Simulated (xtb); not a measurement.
C2H7OSi, SMILES C[SiH](C)[O] (connectivity only; charge and spin as stated), charge -1, multiplicity 1. All values are semi-empirical tight-binding results from xtb (GFN2-xTB unless named), good for trends rather than for accurate numbers. Geometry: GFN2-xTB. The spin state was assumed, not searched. The isomer is the one that the SMILES or the coordinates give; other isomers of the formula were not compared.

Computed properties:
```yaml
point_group_as_xtb_finds_it: Cs
orbital_gap: 7.54 eV
zero_point_energy: 52.7 kcal/mol
G − E(el) at 298.15 K (modified RRHO): 34.1 kcal/mol
static polarisability (D4 model): 65.6 bohr³
solvation energy, GFN2-xTB/ALPB(water): -53.5 kcal/mol
solvation energy, GFN2-xTB/ALPB(ch2cl2): -49.9 kcal/mol
```
